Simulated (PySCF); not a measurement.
**In (indium, neutral) across methods**

[Kr] 4d10 5s1 5p1 5d1, one real determinant (an excited configuration). Computed with PySCF 2.14 in aug-cc-pwCVTZ-DK3 with one added diffuse shell each of s, p, d, f type (11s10p8d5f1g, 125 functions), with the spin-free X2C one-electron Hamiltonian (Gaussian nucleus).

```
 method  E (hartree)  mean ε 5s α (eV)  mean ε 5p α (eV)  mean ε 5d α (eV)  Σ⟨r²⟩ (bohr²)   ⟨S²⟩
    UHF  -5877.75857           -16.773            -9.860            -1.659          144.4  3.752
   PBE0     -5880.07           -13.794            -7.142            -1.266          120.9  3.751
r2SCANh     -5880.40           -13.424            -6.861            -1.047          120.8  3.752
 r2SCAN     -5880.41           -12.982            -6.502            -0.962          119.3  3.753
    PBE     -5880.00           -12.615            -6.135            -1.051          116.2  3.751
    LDA     -5874.54           -12.869            -6.187            -0.990          114.7  3.751
```

⟨L²⟩ = 8.03 against 12 for a pure F term, so this real determinant mixes terms. The outer electron is Rydberg-like, and this basis confines it to a smaller radius and binds it less than a complete one would.
